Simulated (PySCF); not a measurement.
CH3AlF2 (SMILES [CH3][Al]([F])[F]), singlet, at a GFN2-xTB geometry (such geometries of metal compounds can be far from the true shape); WB97X/6-31G, TDA run with PySCF.

The PySCF input:
```python
from pyscf import gto, scf, dft, tdscf

mol = gto.Mole()
mol.atom = '''
    Al    0.05217664    0.03971824    0.00262678
    C    -1.51431290   -1.15692451   -0.07214902
    H    -1.31798944   -2.02576176   -0.70046119
    H    -2.37984762   -0.63162288   -0.47364911
    H    -1.76906034   -1.53577396    0.91759081
    F     0.01953971    1.60538795   -0.51689114
    F     1.52206902   -0.42556922    0.58969842
'''
mol.basis = '6-31g'
mol.verbose = 3
mol.build()

mf = dft.RKS(mol)
mf.xc = 'wb97x'
mf.kernel()
td = mf.TDA()
td.nstates = 10
td.kernel()
td.analyze()
```

It wrote (shortened):

```
converged SCF energy = -482.030468092786
Excitation energies (eV)
[ 7.94070827  8.42748801  9.0054753   9.02628264  9.16299251  9.62330822
  9.79134125  9.87652117  9.99977148 10.19780164]

** Singlet excitation energies and oscillator strengths **
Excited State   1:      7.94071 eV    156.14 nm  f=0.0580
Excited State   2:      8.42749 eV    147.12 nm  f=0.3446
Excited State   3:      9.00548 eV    137.68 nm  f=0.0000
Excited State   4:      9.02628 eV    137.36 nm  f=0.0124
Excited State   5:      9.16299 eV    135.31 nm  f=0.0000
Excited State   6:      9.62331 eV    128.84 nm  f=0.0002
Excited State   7:      9.79134 eV    126.63 nm  f=0.0509
Excited State   8:      9.87652 eV    125.53 nm  f=0.0071
Excited State   9:      9.99977 eV    123.99 nm  f=0.0327
Excited State  10:     10.19780 eV    121.58 nm  f=0.0000
```
